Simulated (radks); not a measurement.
Values are calculated unless marked as measured or tabulated.
Sn XLVII, 4 electrons, occupied as [He] 2s2 (the NIST ground configuration).

Level of theory: scalar-relativistic Kohn-Sham, BLYP, spin-polarised, spherical densities, finite nucleus; Fermi nuclear charge, rms radius 4.6519 fm (a radial shooting solver on a logarithmic mesh with Libxc functionals).

Energy parts (Ry):
part                        energy
total                  -6320.30894
kinetic                 6759.10560
electron-nucleus      -13240.63505
Hartree                  246.87383
exchange-correlation     -85.65333

Orbitals (lengths in bohr, moments of r in powers of bohr; r(90%) holds 90 % of the orbital's charge):
\begin{tabular}{lrrr}
orbital & occ. & eigenvalue (Ry) & r(90%) \\ \hline
1s & 2 & -2457.870 & 0.0519 \\
2s & 2 & -590.4620 & 0.181 \\
\end{tabular}

The highest occupied level is 2s at -8033.6 eV. The electron density at the nucleus is 1.959e+05 e/bohr^3 (large components only).
